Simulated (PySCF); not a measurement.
Q: Give a PBE0-D3(BJ)/def2-SVP geometry of `C#[C][InH][F]`.

A: 
```xyz
6
C2H2FIn angstrom
C      1.9387   -0.4877   -0.0782
C      0.7656   -0.1574   -0.0461
In    -1.2235    0.4572    0.0040
F     -2.4341   -1.0068    0.4958
H      2.9744   -0.7802   -0.1073
H     -1.9970    1.9450   -0.2869
```

Any rigid rotation of these coordinates is as good. Atoms count from 1 in this order. The 4 heavy atoms lie in one plane (0.001 Å rms). In3 (indium bonded to C, F and H) is planar (angles 133.5°, 114.5° and 112.0°, sum 360.0°, 0.00 Å off the plane of its three neighbours).

Bonds between heavy atoms (Å): C1≡C2 1.219, C2–In3 2.083, In3–F4 1.962.

Computed, not measured: PBE0-D3(BJ)/def2-SVP geometry optimisation, gas phase, def2 core potentials past Kr (PySCF).

Point group: Cs (tolerance 0.08 Å). No PBE0-D3(BJ)/def2-SVP frequencies stand behind this structure, so it isn't proved a minimum.

Time: 19 s; peak memory 0.34 GiB. Hardware: one thread of an Intel Xeon Platinum 8488C, no GPU, on a shared host. That covers the optimisation of the geometry.
